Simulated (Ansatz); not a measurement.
`CB(N)Br` + `[F][Mg][Br]` → `CB(N)F` + `[Br][Mg][Br]` at 500 K and 1 bar (redistribution).

Isolated molecules relaxed with PBE0-D4/def2-TZVP in Ansatz; ΔE leaves out vibrations. CBS: MP2 limit from def2 TZ/QZ plus the TZ coupled-cluster correction, frozen cores. For Br, Mg outer-core shells are correlated without core-valence functions, which leaves a few kJ/mol of doubt a bond. Scalar relativity is left out up to krypton. One conformer a species, not always the lowest.

```tsv
species	CCSD(T)/CBS energy (Eh)	H − E (kJ/mol)	S (J/(mol·K))
`CB(N)Br`	-2693.98242	219.3	369.7
`[F][Mg][Br]`	-2873.15166	33.2	306.4
`CB(N)F`	-220.47660	222.0	346.2
`[Br][Mg][Br]`	-5346.68760	32.1	325.9
```

H − E and S are ideal-gas, rigid-rotor, harmonic terms from PBE0-D4/def2-TZVP, for one conformer and one mirror image of each species. 1 Eh = 2625.50 kJ/mol, R = 8.31446 J/(mol·K).

Q: By hand: ΔE, ΔH, ΔS and ΔG.

A: ΔE = (-220.47660) + (-5346.68760) − (-2693.98242) − (-2873.15166) = -0.03012 Eh = -79.1 kJ/mol. Δ(H − E) = 222.0 + 32.1 − 219.3 − 33.2 = 1.6, so ΔH = -77.5 kJ/mol. ΔS = 346.2 + 325.9 − 369.7 − 306.4 = -4.0 J/(mol·K). ΔG = -77.5 − 500 × (-4.0)/1000 = -75.5 kJ/mol.

Q: By hand: the equilibrium constant, and the temperature at which ΔG would vanish if ΔH and ΔS stayed fixed.

A: log₁₀ K = −ΔG/(RT ln 10) = 7.9. ΔG = 0 at ΔH/ΔS = 19375 K, far beyond where these terms or the molecules hold.

The number of gas molecules stays the same, so ΔS is small and ΔH decides. A doubt of 5 kJ/mol in ΔE shifts log₁₀ K by 0.5 here. Other conformers and mirror images would add mixing entropy, several J/(mol·K) or more a flexible species. These are equilibria of isolated gas molecules and say nothing of rates. Largest T1 diagnostic: 0.011 (customary marks: 0.02 for closed shells, 0.045 for open ones).
